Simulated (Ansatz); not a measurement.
Total energies of `BC[SiH2]CF`.

```xyz
13

B    -0.180   -0.137   -2.295
C     0.605   -0.129   -0.979
Si   -0.652    0.022    0.423
C     0.282    0.115    2.070
F     1.182    1.176    2.054
H    -0.489    0.891   -2.827
H    -0.558   -1.167   -2.776
H     1.247    0.745   -0.831
H     1.154   -1.051   -0.763
H    -1.482    1.244    0.264
H    -1.545   -1.167    0.491
H     0.845   -0.806    2.259
H    -0.408    0.264    2.908
```

Charge 0, multiplicity 1. Geometry: relaxed with PBE0-D4/def2-TZVP. It is one conformer, not always the lowest. Basis def2-TZVPP, Ansatz.

RPA on PBE orbitals: Hartree–Fock energy of these orbitals -493.46500 Eh, correlation -1.40778 Eh (frozen core).

```csv
functional,energy without D4 (Eh),D4 term (kJ/mol)
LDA (SPW92),-492.40808,–
revPBE,-495.14800,-73.3
r2SCAN,-495.14018,-6.0
B97M-V,-495.18155,–
r2SCANh,-495.13058,-6.3
HSE06 (plane-wave form),-494.90373,-18.6
LC-ωPBE,-495.06568,–
ωB97X-V,-495.17441,–
B2PLYP,-494.99814,–
PBE-QIDH,-494.81060,–
```

**Question.** Give the same for PBE, BLYP, PBE0, B3LYP, r2SCAN0, BHLYP, CAM-B3LYP, ωB97M-V. (An estimate is asked.)

**Answer.** Ansatz gave: 
| functional | energy without D4 (Eh) | D4 term (kJ/mol) |
| --- | --- | --- |
| PBE | -494.86704 | -23.7 |
| BLYP | -495.20019 | -52.1 |
| PBE0 | -494.92170 | -20.0 |
| B3LYP | -495.31566 | -38.0 |
| r2SCAN0 | -495.11733 | -7.0 |
| BHLYP | -495.18120 | -28.5 |
| CAM-B3LYP | -495.19777 | -20.2 |
| ωB97M-V | -495.16454 | – |

B3LYP takes the VWN-RPA correlation (the form of Gaussian; ORCA's B3LYP/G). HSE06 is the plane-wave form, built on full-range PBE exchange. The double hybrids freeze the cores in their second-order part.

LC-ωPBE has ω = 0.4 bohr⁻¹.
